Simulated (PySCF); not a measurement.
B3LYP has the VWN-RPA correlation part, as in Gaussian. 

Z-matrix (Å, degrees):
```
C
H 1 1.0917
H 1 1.0976 2 106.42
O 1 1.4352 2 105.88 3 -118.49
H 4 0.9632 1 108.70 2 179.61
Si 1 1.8961 2 109.83 3 120.17
H 6 1.4805 1 110.63 2 54.68
H 6 1.4844 7 109.62 1 122.21
H 6 1.4858 7 108.76 8 119.02
```
Charge 0, spin multiplicity 1.

**Question.** Predict the dipole moment, HOMO, total energy, LUMO and HOMO–LUMO gap from PySCF with B3LYP-D3(BJ)/def2-TZVP.

**Answer.** 
- dipole moment: 1.29 D
- HOMO: -7.36 eV
- total energy: -11061.51 eV
- LUMO: 0.14 eV
- HOMO–LUMO gap: 7.50 eV
